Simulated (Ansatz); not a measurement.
C$_{2}$H$_{10}$AsNSi (`CN(C)[AsH][SiH3]`), 15 atoms. Total charge 0; spin multiplicity 1. Correlated methods include outer-core shells of As, which these sets cover unevenly. Scalar relativity is left out up to krypton. All runs use 4 threads of an AMD EPYC 9R45 on a shared host. Correlated methods freeze the cores.

**Question.** How many basis functions does each run have, and how long does it take in Ansatz? RHF-MP2/def2-TZVPP energy; RHF-MP2/def2-QZVPP energy; RKS ωB97M-V/def2-SVP energy; RHF-CCSD(T)/def2-SVP energy; RKS PBE0-D4/def2-TZVP relaxation (19 steps); RKS ωB97X-V/def2-TZVPP energy; RKS B3LYP-D4/def2-TZVPP energy and forces; RKS PBE0-D4/def2-TZVP frequencies; RKS PBE-QIDH (frozen core)/def2-TZVPP energy; RKS PBE0-D4/def2-SVP energy; RKS BLYP-D4/def2-TZVPP energy; RKS ωB97M-V/def2-QZVPP energy. (Best estimate.)

**Answer.** Ansatz gave: Other jobs shared the machine, so times are rough.

```csv
level,job,functions,wall time,peak host memory (GiB)
RKS PBE0-D4/def2-SVP,energy,142,1.1 s,0.41
RKS BLYP-D4/def2-TZVPP,energy,323,1.6 s,0.54
RKS ωB97M-V/def2-SVP,energy,142,3.5 s,0.58
RHF-MP2/def2-TZVPP,energy,323,4.1 s,1.1
RKS B3LYP-D4/def2-TZVPP,energy and forces,323,4.8 s,1.3
RKS PBE-QIDH (frozen core)/def2-TZVPP,energy,323,5.5 s,1.1
RKS ωB97X-V/def2-TZVPP,energy,323,7 s,1.4
RHF-CCSD(T)/def2-SVP,energy,142,9.5 s,1.1
RKS ωB97M-V/def2-QZVPP,energy,630,17 s,3.7
RHF-MP2/def2-QZVPP,energy,630,28 s,6.1
RKS PBE0-D4/def2-TZVP,relaxation (19 steps),238,55 s,0.84
RKS PBE0-D4/def2-TZVP,frequencies,238,3.2 min,0.84
```

B3LYP here is the variant with VWN-RPA as its local correlation; programs differ in this.
